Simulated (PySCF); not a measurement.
## Frontier levels across methods

Compound: C3H5BF2S.
Numbering: `[F:1][B:2]([F:3])[C@@H:4]1[CH2:5][CH2:6][S:7]1` (hydrogens: H8 on C4; H9, H10 on C5; H11, H12 on C6)

Structure used (PBE0-D3(BJ)/def2-SVP), in Å, numbered top down from 1:
```
atom  x, y, z in Å
F1     1.1093   -1.8030    0.7426
B2     1.6001   -0.6869    0.2203
F3     2.8507   -0.7219   -0.2059
C4     0.7308    0.5962    0.0884
C5    -0.6727    0.5477    0.7045
C6    -1.3405   -0.2114   -0.4485
S7     0.0184    0.2402   -1.6095
H8     1.2809    1.5455    0.1439
H9    -1.0883    1.5623    0.7863
H10   -0.7398    0.0621    1.6907
H11   -1.3785   -1.2999   -0.2980
H12   -2.3275    0.1483   -0.7696
```

Basis pcSseg-1 throughout (PySCF), one geometry. Isolated species at its PBE0-D3(BJ)/def2-SVP geometry (one conformer only).

Question: How do the orbital energies, the gap and the dipole change with the method?

Answer: 
| method | kind | HOMO (eV) | LUMO (eV) | gap (eV) | μ (D) | SCF cycles |
| --- | --- | --- | --- | --- | --- | --- |
| BLYP | GGA | -5.43 | -1.49 | 3.94 | 2.50 | 14 |
| KT3 | GGA | -5.69 | -1.66 | 4.03 | 2.53 | 15 |
| LDA | LDA | -5.71 | -1.88 | 3.83 | 2.63 | 14 |
| B3LYP | global hybrid | -6.60 | -0.87 | 5.72 | 2.63 | 13 |
| mPW1PW91 | global hybrid | -6.88 | -0.67 | 6.21 | 2.71 | 12 |
| BHandHLYP | global hybrid | -7.95 | 0.44 | 8.39 | 2.79 | 12 |
| wB97X-D | range-separated hybrid | -8.71 | 1.16 | 9.88 | 2.73 | 13 |

The HOMO spans 3.28 eV, from BLYP down to wB97X-D, and the gap runs from 3.83 eV (LDA) to 9.88 eV (wB97X-D). Over the methods BLYP (0 %), KT3 (0 %), LDA (0 %), B3LYP (20 %), mPW1PW91 (25 %), BHandHLYP (50 %), a straight line through the gap against the share of exact exchange rises by 0.89 eV for each 10 % (correlation coefficient 0.999). The dipole ranges from 2.50 D (BLYP) to 2.79 D (BHandHLYP). This basis has no diffuse functions.
